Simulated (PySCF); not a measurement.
CrO₂Cl₂, SMILES [O]=[Cr](=[O])([Cl])[Cl], multiplicity 1. Atoms are numbered in the order given.

```xyz
5

Cr     0.0000     0.0000     0.3569
O      0.0000     1.2662     1.2624
O      0.0000    -1.2662     1.2624
Cl    -1.7573     0.0000    -0.8460
Cl     1.7573     0.0000    -0.8460
```
Charge 0, spin multiplicity 1.

Geometry optimised at PBE-D3(BJ)/def2-SVP. The spin state was assumed, not searched. The isomer is the one that the SMILES or the coordinates give; other isomers of the formula were not compared.

All values below come from HF/def2-TZVP (PySCF).

The molecule is in vacuum.

Computed frontier levels, gap, dipole moment and polarisability:
- highest occupied level = -13.02 eV
- lowest empty level = -1.33 eV
- orbital gap = 11.70 eV
- dipole moment = 0.68 D
- quadrupole, principal values (traceless, Buckingham form, about the centre of nuclear charge) = -1.53, -0.61, 2.15 D·Å
- mean static polarisability = 62.0 bohr³ (9.19 Å³)
- polarisability, principal values = 52.2, 61.2, 72.8 bohr³
